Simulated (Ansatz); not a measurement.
Energy profile

The step: GeH₃Br ([GeH3][Br]) → GeH₂ + HBr (still joined by a long Ge–Br bond); bonds formed: Br2–H3; bonds broken: Ge1–H3; bonds weakened to dative contacts: Ge1–Br2 (atoms numbered as in the saddle structure below).

Ge1  (-0.878, 0.488, -0.003)
Br2  (1.436, -1.239, -0.474)
H3  (0.162, -1.132, -1.176)
H4  (-0.809, 0.147, 1.541)
H5  (0.090, 1.735, 0.111)
(Å)

Electronic energies by CCSD(T) at an estimated basis limit (MP2 extrapolated from triple and quadruple zeta, plus CCSD(T) − MP2 in triple zeta), on PBE0-D4/def2-TZVP structures; GeH$_{3}$Br, singlet; no counterpoise correction. Ansatz 0.2.0; basis: def2-TZVPP and def2-QZVPP; cores frozen in the correlated methods. Filled d shells of the heavier atoms are correlated. The def2 sets are not built for correlating such inner shells, so the correlated values are less sure here. Extrapolation: Hartree–Fock as exp(−7.88 √X), correlation as X^−2.97.

Give the profile in kJ/mol, counted from the start structure. (To be estimated.)

By the calculation:
| point | kJ/mol |
| --- | --- |
| start structure | 0.0 |
| saddle | 230.9 |
| end structure | 212.8 |
| separated: GeH$_{2}$ (Ge1, H4, H5; singlet) + HBr (Br2, H3; singlet) | 247.4 |

The T1 diagnostic stays at or below 0.012. The restricted Hartree–Fock reference is unstable towards an unrestricted one at one or more of these structures.

Losses and insertions of silylenes and their heavier kin drive the gas-phase chemistry of silicon and germanium vapour deposition.

Labels in which every atom is bracketed show which atoms are joined, not bond orders.

For scale, one of the runs: CCSD(T)/def2-TZVPP, 138 basis functions, launched by `ansatz run in.yaml --threads 2 --pin off --events-out ev --progress --plain --max-ram 4352MiB`. Time: 8.5 s of wall clock on 2 CPU threads of an Intel Xeon 6975P-C; the host was shared. Peak host memory: 0.82 GiB.
